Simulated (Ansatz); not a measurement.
Start from `N=[C](N)[GaH2]` and change one atom or group to get `CSC(=N)N`.

Ansatz, PBE0-D4/def2-TZVP geometries, multiplicity 1. Each molecule was computed in one conformer, which needn't be the lowest.

Scalar relativity is left out up to krypton.

| property | `N=[C](N)[GaH2]` |
| --- | --- |
| HOMO energy (B3LYP/def2-TZVPP) / eV | -6.57 |
| HOMO–LUMO gap (B3LYP/def2-TZVPP) / eV | 4.27 |
| HOMO–LUMO gap (ωB97M-V/def2-TZVPP) / eV | 8.75 |
| LUMO energy (PBE/def2-TZVPP) / eV | -2.81 |
| size of the dipole moment (B3LYP/def2-TZVPP) / D | 2.33 |
| HOMO energy (PBE/def2-TZVPP) / eV | -5.44 |

(1) Give the same properties after the change, and the shifts. (Best estimate.)

Answers

(1) Ansatz gave: 
| property | `CSC(=N)N` | shift |
| --- | --- | --- |
| HOMO energy (B3LYP/def2-TZVPP) / eV | -6.47 | 0.10 |
| HOMO–LUMO gap (B3LYP/def2-TZVPP) / eV | 6.53 | 2.26 |
| HOMO–LUMO gap (ωB97M-V/def2-TZVPP) / eV | 10.92 | 2.17 |
| LUMO energy (PBE/def2-TZVPP) / eV | -0.60 | 2.21 |
| size of the dipole moment (B3LYP/def2-TZVPP) / D | 3.28 | 0.95 |
| HOMO energy (PBE/def2-TZVPP) / eV | -5.47 | -0.03 |

With PBE0 the HOMO rises by 0.08 eV and the LUMO rises by 2.37 eV, so the gap widens by about 2.29 eV. PBE moves the HOMO by -0.03 eV and ωB97M-V by 0.16 eV. Dipoles are sizes alone; their direction can turn.

B3LYP here is the variant with VWN-RPA as its local correlation; programs differ in this.
